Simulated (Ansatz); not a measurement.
Program: Ansatz. Geometries: PBE0-D4/def2-TZVP. ΔE: electronic, gas phase. CCSD(T)/CBS adds triple-zeta CCSD(T) − MP2 to the extrapolated MP2 energy (def2 sets, frozen cores). This one scheme is used for every species. DFT in def2-TZVPP. Elements past krypton have def2 core potentials. For W outer-core shells are correlated without core-valence functions, which leaves a few kJ/mol of doubt a bond. Each species was taken in one conformer, which may not be the lowest.

Consider the ligand exchange at a W–N bond: `[NH2][W](=[O])(=[O])[Cl]` + HCl → `[O]=[W](=[O])([Cl])[Cl]` + NH₃.

```json
{"level": "revPBE-D4", "ΔE (kJ/mol)": "-41.3"}
{"level": "BLYP-D4", "ΔE (kJ/mol)": "-39.2"}
{"level": "PBE", "ΔE (kJ/mol)": "-41.7"}
{"level": "CCSD/CBS(def2)", "ΔE (kJ/mol)": "-36.3"}
```

Task: What does CCSD(T)/CBS give? (Estimate.)

Result: The calculation gave: -40.0 kJ/mol. The listed levels differ from it by -1.3, 0.8, -1.7, 3.7 kJ/mol.

Task: What do rigid-rotor, harmonic-oscillator terms from PBE0-D4/def2-TZVP frequencies (298.15 K, 1 bar) make of the CCSD(T)/CBS value? (An estimate is asked.)

Result: The calculation gave: ΔZPE = +8.6 kJ/mol, ΔH = -31.1 kJ/mol, ΔS = 1 J/(mol·K), ΔG = -31.5 kJ/mol.

Largest T1 diagnostic among the species: 0.022, so the coupled-cluster value is less sure than usual.

Leaving LDA and LC-ωPBE aside and taking each functional with its dispersion term where it has one, the values, not all of them listed here, spread over 15.0 kJ/mol, from B97M-V to CAM-B3LYP-D4. LDA lies +8.5 kJ/mol from PBE without D4. From BLYP to BHLYP (50 % exact exchange), in def2-TZVPP and without D4, ΔE moves by +3.3 kJ/mol.
